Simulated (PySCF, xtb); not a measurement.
AlH4OP, SMILES [OH][AlH][PH2]. The values are those of a single conformer.

Harmonic wavenumbers (cm⁻¹) from GFN2-xTB (xtb) at its own minimum, in rising order: 64, 130, 355, 404, 454, 471, 508, 541, 631, 883, 1123, 1827, 2153, 2208, 3748.

What does PySCF with PBE0-D3(BJ)/def2-TZVP give at its own minimum? (The exact figures need the calculation; the answer reports its results.)

118, 161, 331, 411, 431, 530, 566, 642, 701, 864, 1086, 1919, 2398, 2413, 3956. Paired by order, the mean absolute difference is 82 cm⁻¹ and the zero-point energies are 22.2 and 23.6 kcal/mol.
